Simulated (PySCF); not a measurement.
## Orbital levels and atomic charges

System: [Ga10As9H28]- (III V hydride cut).

Cartesian coordinates (Å):
```
  1 As    0.489    0.172   -4.097
  2 As   -1.510   -0.982   -0.833
  3 Ga   -1.510   -0.982   -3.281
  4 As    0.489    0.172    2.430
  5 Ga    0.489    0.172   -0.017
  6 As   -3.509    0.172    2.430
  7 Ga   -3.509    0.172   -0.017
  8 Ga   -1.510   -0.982    3.246
  9 As   -1.510   -3.290    2.430
 10 Ga   -1.510   -3.290   -0.017
 11 As    0.489    2.480   -0.833
 12 Ga    0.489    2.480   -3.281
 13 As   -3.509    2.480   -0.833
 14 Ga   -1.510    3.634   -0.017
 15 As    2.487   -0.982   -0.833
 16 Ga    2.487   -0.982   -3.281
 17 As    4.486    0.172    2.430
 18 Ga    4.486    0.172   -0.017
 19 Ga    2.487   -0.982    3.246
 20 H     0.487    0.194   -5.589
 21 H    -2.849   -0.241   -3.772
 22 H    -1.539   -2.505   -3.778
 23 H     0.399    1.541    3.028
 24 H    -4.757   -0.331    3.050
 25 H    -3.591    1.475    3.125
 26 H    -4.885   -0.572   -0.403
 27 H    -1.582   -0.986    4.862
 28 H    -0.421   -3.975    3.156
 29 H    -2.577   -4.035    3.137
 30 H    -0.210   -4.077   -0.467
 31 H    -2.836   -4.067   -0.417
 32 H     1.643    3.215   -0.235
 33 H    -0.858    3.235   -3.711
 34 H     1.755    3.279   -3.826
 35 H    -3.728    2.473   -2.292
 36 H    -4.771    3.203   -0.550
 37 H    -1.569    5.156   -0.457
 38 H    -1.696    3.491    1.562
 39 H     2.426   -2.380   -0.314
 40 H     3.806   -0.193   -3.722
 41 H     2.538   -2.482   -3.814
 42 H     5.703   -0.360    3.082
 43 H     4.635    1.500    3.065
 44 H     5.826   -0.519   -0.496
 45 H     4.384    1.677   -0.495
 46 H     2.488   -1.103    4.835
 47 H     2.490   -2.418    2.582
```

Method: PBE/def2-SVP, gas phase, PySCF, fitting set def2-universal-JFIT, grid level 1.

Spin-orbit coupling is left out, which matters for the heavier atoms here.

Task: Give the orbital energies near the gap.

Result: 
```json
{"orbital": "HOMO-4", "eV": "-3.55"}
{"orbital": "HOMO-3", "eV": "-3.44"}
{"orbital": "HOMO-2", "eV": "-3.34"}
{"orbital": "HOMO-1", "eV": "-2.93"}
{"orbital": "HOMO", "eV": "-2.87"}
{"orbital": "LUMO", "eV": "0.03"}
{"orbital": "LUMO+1", "eV": "0.30"}
{"orbital": "LUMO+2", "eV": "0.45"}
{"orbital": "LUMO+3", "eV": "0.56"}
```

Task: Give the partial charges of the non-hydrogen atoms.

Result: 
```
atom  Mulliken    IAO  Hirshfeld
 As1     -0.05   0.03      -0.01
 As2     -0.21  -0.06      -0.09
 Ga3      0.07  -0.02       0.10
 As4     -0.07   0.05       0.00
 Ga5      0.07  -0.01       0.10
 As6      0.05   0.18       0.12
 Ga7      0.10   0.00       0.12
 Ga8      0.05   0.02       0.12
 As9      0.06   0.18       0.12
Ga10      0.03  -0.01       0.11
As11     -0.06   0.05       0.01
Ga12      0.02  -0.03       0.09
As13      0.06   0.19       0.12
Ga14     -0.01  -0.02       0.10
As15     -0.04   0.06       0.01
Ga16      0.04  -0.01       0.10
As17      0.08   0.17       0.11
Ga18      0.01  -0.01       0.11
Ga19     -0.03  -0.03       0.09
```
